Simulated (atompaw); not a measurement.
# Before and after: PAW (atompaw) potential for lead

```json
{
  "Element": "lead",
  "Generator": "atompaw 4.2.0.5",
  "Type": "PAW",
  "Functional": "PBE",
  "Relativity": "scalar-relativistic",
  "Frozen core": "[Xe] 4f14",
  "Valence charge": "14",
  "Reference configuration": "5d10 6s2 6p2",
  "Partial waves": "6s (bound): rc 2.30 bohr; 6s channel at 1.55 Ry: rc 1.85 bohr; 6p (bound): rc 2.30 bohr; 6p channel at 0.05 Ry: rc 2.30 bohr; 5d (bound): rc 1.25 bohr; 5d channel at 3.8 Ry: rc 2.30 bohr",
  "Local potential": "troulliermartins scheme with l = 3 at 0 Ry, radius 2.15 bohr",
  "Core correction": "smooth core density matched at 1.30 bohr",
  "Augmentation charge": "gaussian compensation charge, radius 2.05 bohr; PAW radius 2.30 bohr; waves and projectors: custom rrkj gramschmidtortho"
}
```

Change: all radii scaled by about 0.81 (s 1.86, p 1.86, d 1.02 bohr); local potential troulliermartins scheme with l = 3 at 0 Ry, radius 1.74 bohr; augmentation gaussian compensation charge, radius 1.66 bohr; PAW radius 1.86 bohr; waves and projectors: custom rrkj gramschmidtortho; core correction smooth core density matched at 1.06 bohr.

Cutoffs: the cutoffs (Ry, on a coarse ladder) from which the occupation-weighted sum of valence levels, in a spherical-Bessel basis at the reference potential, stays within 10 and 1 mRy of its value at 400 Ry; they do not see the model core or the augmentation charge, which bear on the density cutoff.

Question: What does the change do?

Answer: The potential gets harder (70 Ry and 140 Ry → 100 Ry and 200 Ry); the bound ghosts move from s to p, s. A smaller radius makes the pseudo-wave follow the all-electron one further in, where it bends more sharply, so more plane waves are needed.

| quantity | base | changed |
| --- | --- | --- |
| cutoff, loose | 70 Ry | 100 Ry |
| cutoff, tight | 140 Ry | 200 Ry |
| loose cutoff by channel (10 mRy a level) | s 6 Ry, p 6 Ry, d 55 Ry | s 6 Ry, p 15 Ry, d 70 Ry |
| bound ghosts | s | p, s |
| lowest overlap eigenvalue by channel | s 0.22, p 0.50, d 0.52 | s 0.01, p 0.71, d 0.47 |

 A true bound ghost makes a file unfit for plane-wave use even where its test errors are small: the radial tests pick states by their node count and pass the ghost by. The cutoffs see the waves, projectors and local potential, not the compensation charge or the core.
